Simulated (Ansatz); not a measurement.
Consider the ligand exchange at the Si–C bond: `FC([SiH3])[SiH2][SiH3]` + `[OH][Ga]([Cl])[Cl]` → `[SiH3][O][Ga]([Cl])[Cl]` + `FC[SiH2][SiH3]`.

Calculated with Ansatz (gas phase, PBE0-D4/def2-TZVP geometries, no zero-point term in ΔE). CCSD(T)/CBS adds triple-zeta CCSD(T) − MP2 to the extrapolated MP2 energy (def2 sets, frozen cores). DFT in def2-TZVPP. B3LYP here is the variant with VWN-RPA as its local correlation; programs differ in this. For Ga outer-core shells are correlated without core-valence functions, which leaves a few kJ/mol of doubt a bond. Scalar relativity is left out up to krypton. Each species was taken in one conformer, which may not be the lowest.

```csv
level,ΔE (kJ/mol),difference from CCSD(T)/CBS
PBE-D4,-90.5,19.4
r2SCAN-D4,-105.5,4.4
PBE0-D4,-100.3,9.6
B3LYP-D4,-109.6,0.3
ωB97X-V,-108.4,1.5
ωB97M-V,-106.8,3.1
B2PLYP,-115.8,-5.9
PBE,-93.7,16.2
r2SCAN,-106.3,3.6
PBE0,-103.1,6.8
B3LYP,-114.6,-4.7
HF/def2-TZVPP,-142.1,-32.2
CCSD(T)/def2-TZVPP,-112.1,-2.2
MP2/def2-QZVPP,-113.8,-3.9
MP2/CBS(def2),-112.3,-2.4
CCSD/CBS(def2),-114.5,-4.6
CCSD(T)/CBS,-109.9,0
```

Largest T1 diagnostic among the species: 0.013.

From PBE to PBE0 (25 % exact exchange), in def2-TZVPP and without D4, ΔE moves by −9.4 kJ/mol. The D4 term adds +5.1 kJ/mol with B3LYP and +2.8 kJ/mol with PBE0; it sums over pairs of atoms, weighted by their polarisabilities, and B3LYP, whose exchange is more repulsive, gets the larger term. In def2-TZVPP, CCSD(T) changes the Hartree–Fock value by +30.0 kJ/mol (the triples alone add +4.6 kJ/mol) and MP2 by +27.6 kJ/mol.
